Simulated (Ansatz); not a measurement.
`C=C=C1C[SiH2]1`. Total charge 0; spin multiplicity 1. The geometry is a stationary point of PBE0-D4/def2-TZVP.

```xyz
11

C     1.350    0.342    2.121
C     0.656    0.175    1.031
C    -0.029    0.038   -0.050
C    -0.657   -1.076   -0.870
Si   -0.880    0.643   -1.538
H     2.434    0.327    2.103
H     0.862    0.499    3.078
H     0.038   -1.757   -1.356
H    -1.499   -1.587   -0.409
H    -2.191    1.313   -1.406
H    -0.084    1.082   -2.704
```

(1) What is the dipole moment at B3LYP/def2-TZVPP? (An estimate is asked.)

(2) And with PBE, r2SCAN, ωB97M-V? (An estimate is asked.)

(3) Give the Mulliken charges with B3LYP, ωB97M-V, r2SCAN in def2-TZVPP. (Estimate.)

Results:

(1) Ansatz gave: 0.74 D, with components (-0.39, -0.08, -0.62) D in this frame, pointing from negative to positive charge.

(2) The calculation gave: PBE 0.63 D, r2SCAN 0.67 D, ωB97M-V 0.75 D.

(3) Computed: 
| atom | B3LYP | ωB97M-V | r2SCAN |
| --- | --- | --- | --- |
| C1 | -0.26 | -0.25 | -0.24 |
| C2 | -0.10 | -0.13 | -0.14 |
| C3 | -0.09 | -0.09 | -0.11 |
| C4 | -0.19 | -0.25 | -0.13 |
| Si5 | 0.33 | 0.29 | 0.40 |
| H6 | 0.12 | 0.11 | 0.10 |
| H7 | 0.12 | 0.11 | 0.10 |
| H8 | 0.10 | 0.11 | 0.07 |
| H9 | 0.10 | 0.11 | 0.07 |
| H10 | -0.06 | -0.02 | -0.06 |
| H11 | -0.06 | -0.02 | -0.06 |

B3LYP here is the variant with VWN-RPA as its local correlation; programs differ in this.
